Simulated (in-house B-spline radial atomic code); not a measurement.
The numbers below are computed, except where a source is named.
# Ghost states of the separable form: Cr

Cr, [Ar] 3d5 4s1, non-relativistic PBE, spherical and spin-unpolarised, from a B-spline radial code for spherical atoms (atomic units; all potentials screened as in the neutral atom).

Troullier-Martins channels: 4s (ε = -0.1438, r_c = 3.14 bohr), 3d (ε = -0.1101, r_c = 2.92 bohr). In the Kleinman-Bylander form one channel serves as the local potential, and each other channel l becomes |δV u><u δV|/<u|δV|u>, with δV = V_l − V_local and u the pseudo-orbital. Its strength is E_KB = <u|δV²|u>/<u|δV|u>. By the analysis of Gonze, Stumpf and Scheffler a spurious state lies below the reference level ε if E_KB > 0 and ε is above the second level of the local potential alone, or if E_KB < 0 and ε is above its first. The table's levels are those of angular momentum l in a sphere of 9 bohr, whose wall can lift a shallow ε a little above its free-atom value.

```tsv
local	channel	<u δV u>	<u δV² u>	ε	first local level	second local level
d	s	0.13924	0.80949	-0.1423	-4.0723	-0.3149
s	d	-2.6096	12.365	-0.1100	0.0977	0.3465
```

(1) Apply the rule to each row.

Diagonalising the separable Hamiltonian gives:

```tsv
local	channel	three lowest levels	all-electron, two lowest valence levels
d	s	-1.0056, -0.1423, 0.1147	-0.1423, 0.1135
s	d	-0.1100, 0.1209, 0.4079	-0.1100, 0.1187
```

(2) Which choices of local channel are safe?

Results:

(1) Local d, channel s: E_KB = +5.81, so ε = -0.1423 is set against -0.3149: a ghost. Local s, channel d: E_KB = -4.74, so ε = -0.1100 is set against 0.0977: no ghost.

(2) Free of ghosts: s. With d local the s channel has a ghost 0.86 hartree below ε, since the local potential binds more than one state below ε, and a repulsive term of rank one raises each level at most to the next, so it clears only one of them. Among the safe choices the second level, which tests transfer, is off by at most 2.2 millihartree (s local).
